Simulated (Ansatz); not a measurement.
One change: `C/N=C\[Se][AlH2]` becomes `C=NC`.

Ansatz, PBE0-D4/def2-TZVP geometries, multiplicity 1. Each molecule was computed in one conformer, which needn't be the lowest.

Scalar relativity is left out up to krypton.

| property | `C/N=C\[Se][AlH2]` |
| --- | --- |
| size of the dipole moment (B3LYP/def2-TZVPP) / D | 0.83 |
| HOMO–LUMO gap (PBE0/def2-TZVPP) / eV | 5.60 |
| HOMO–LUMO gap (PBE/def2-TZVPP) / eV | 3.69 |
| LUMO energy (ωB97M-V/def2-TZVPP) / eV | 0.04 |
| LUMO energy (PBE0/def2-TZVPP) / eV | -1.56 |
| HOMO energy (PBE0/def2-TZVPP) / eV | -7.16 |

(1) What does the change do to each property? (Best estimate.)

Answers

(1) The calculation gave: 
```
                                        property  `C=NC`  shift
size of the dipole moment (B3LYP/def2-TZVPP) / D    1.47   0.64
            HOMO–LUMO gap (PBE0/def2-TZVPP) / eV    7.08   1.48
             HOMO–LUMO gap (PBE/def2-TZVPP) / eV    4.44   0.75
           LUMO energy (ωB97M-V/def2-TZVPP) / eV    1.96   1.92
              LUMO energy (PBE0/def2-TZVPP) / eV   -0.27   1.29
              HOMO energy (PBE0/def2-TZVPP) / eV   -7.35  -0.19
```

With PBE0 the HOMO falls by 0.19 eV and the LUMO rises by 1.29 eV, so the gap widens by about 1.48 eV. PBE moves the HOMO by 0.11 eV and ωB97M-V by -0.47 eV. Dipoles are sizes alone; their direction can turn.

B3LYP here is the variant with VWN-RPA as its local correlation; programs differ in this.

Spin–orbit coupling is left out; it splits and shifts lone-pair levels of the heavy atoms by tenths of an eV.
